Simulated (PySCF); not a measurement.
A structure optimised at PBE0-D3(BJ)/def2-TZVP, used in a PySCF frequency run:

```xyz
5

Ti     0.0000     0.0000    -0.4094
F      0.0000     0.0000     1.3218
H     -1.3831    -0.7985    -0.9631
H      1.3831    -0.7985    -0.9631
H      0.0000     1.5970    -0.9631
```
Charge 0, spin multiplicity 1.

Q: Write its SMILES, formula and point group.

A: [F][TiH3], FH₃Ti, C3v

Q: What are its rotational constants (standard atomic weights)?

A: 65.527, 10.577, 10.577 GHz
